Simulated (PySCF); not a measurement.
Screening by computed properties: pick the candidate that meets the target.

Species are written as SMILES; each is one conformer at its optimised geometry, gas phase, non-relativistic unless stated; the electronic structure was computed with PySCF and density fitting.

Dipoles, sizes and rotational constants follow the conformer. The torsions of the flexible species, by atom-mapped SMILES:
- `[OH:1][c:2]1[cH:3][cH:4][c:5]([OH:6])[cH:7][cH:8]1`: H–O1–C2–C3 0°, H–O6–C5–C4 180°
- `[CH2:1]=[C:2]([CH2:3][CH3:4])[CH2:5][OH:6]`: C1–C2–C3–C4 95°, C1–C2–C5–O6 -12°, H–O6–C5–C2 -54°
- `[CH3:1][C:2](=[O:3])[O:4][CH:5]=[C:6]1[CH:7]=[CH:8]1`: C1–C2–O4–C5 180°, C2–O4–C5–C6 31°
- `[CH2:1]=[CH:2][CH2:3][O:4][CH2:5][CH3:6]`: C1–C2–C3–O4 -141°, C2–C3–O4–C5 -178°, C3–O4–C5–C6 -179°

(1) Wanted: electronic spatial extent ⟨r²⟩ about the centre of nuclear charge between 800 bohr² and 930 bohr² (PBE0/def2-SVPD) and lowest singlet excitation above 4.5 eV (TDDFT PBE0/def2-SVPD), at GFN2-xTB geometries. Which candidate meets both?
A. `C=C(CC)CO`
B. `c1(O)ccc(O)cc1`
C. `C=CCOCC`
D. `CC(=O)OC=C1C=C1`

## Answers

(1) C. Computed values:
```csv
species,electronic spatial extent ⟨r²⟩ about the centre of nuclear charge,lowest singlet excitation
C=C(CC)CO,710 bohr²,6.67 eV
C=CCOCC,924 bohr²,6.44 eV
c1(O)ccc(O)cc1,941 bohr²,4.73 eV
CC(=O)OC=C1C=C1,1023 bohr²,4.20 eV
```
